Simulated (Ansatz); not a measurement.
One change: `Cl[SiH2]Br` becomes `Cl[SiH2][SeH]`.

Ansatz, PBE0-D4/def2-TZVP geometries, multiplicity 1. Each molecule was computed in one conformer, which needn't be the lowest.

Scalar relativity is left out up to krypton.

```csv
property,`Cl[SiH2]Br`
LUMO energy (B3LYP/def2-TZVPP) / eV,-0.55
HOMO energy (ωB97M-V/def2-TZVPP) / eV,-10.91
zero-point energy (PBE0-D4/def2-TZVP) / kJ/mol,52.4
size of the dipole moment (ωB97M-V/def2-TZVPP) / D,1.12
HOMO energy (PBE/def2-TZVPP) / eV,-7.41
HOMO energy (B3LYP/def2-TZVPP) / eV,-8.45
```

(1) Give the same properties after the change, and the shifts. (Estimate.)

Results:

(1) Ansatz gave: 
```csv
property,`Cl[SiH2][SeH]`,shift
LUMO energy (B3LYP/def2-TZVPP) / eV,-0.58,-0.03
HOMO energy (ωB97M-V/def2-TZVPP) / eV,-9.50,1.41
zero-point energy (PBE0-D4/def2-TZVP) / kJ/mol,70.4,18.0
size of the dipole moment (ωB97M-V/def2-TZVPP) / D,1.58,0.46
HOMO energy (PBE/def2-TZVPP) / eV,-6.17,1.24
HOMO energy (B3LYP/def2-TZVPP) / eV,-7.09,1.36
```

The zero-point energy changes by 18.0 kJ/mol with +3 modes. Dipoles are sizes alone; their direction can turn.

B3LYP here is the variant with VWN-RPA as its local correlation; programs differ in this.

Spin–orbit coupling is left out; it splits and shifts lone-pair levels of the heavy atoms by tenths of an eV.
